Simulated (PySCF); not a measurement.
Working out the ionisation energy of Se

Se [Ar] 3d10 4s2 4p4 (3P) → Se⁺ [Ar] 3d10 4s2 4p3 (4S). All numbers are calculated (PySCF 2.14, scalar relativity through the core potential, in aug-cc-pVQZ-PP with ECP10MDF (7s6p5d3f2g, 89 functions)). Frozen: 3s2 3p6 3d10. Energies in hartree (1 hartree = 27.21139 eV):

```tsv
part	Se (lower)	Se⁺ (upper)
UHF	-371.864097	-371.550231
CCSD correlation	-0.128236	-0.094502
(T)	-0.004552	-0.003041
```

**Question.** What does Hartree-Fock give?

**Answer.** (-371.550231) − (-371.864097) = 0.313866 hartree = 8.541 eV.

**Question.** What do CCSD and CCSD(T) give?

**Answer.** The CCSD correlation energies differ by 0.033734 hartree = 0.918 eV and the triples by 0.001511 hartree = 0.041 eV, so CCSD gives 9.459 eV and CCSD(T) 9.500 eV.

Measured between the centres of the two terms (NIST): 9.635 eV, so CCSD(T) (valence) is off by -0.135 eV.

What remains against the reference includes basis incompleteness, the frozen core and higher excitations.
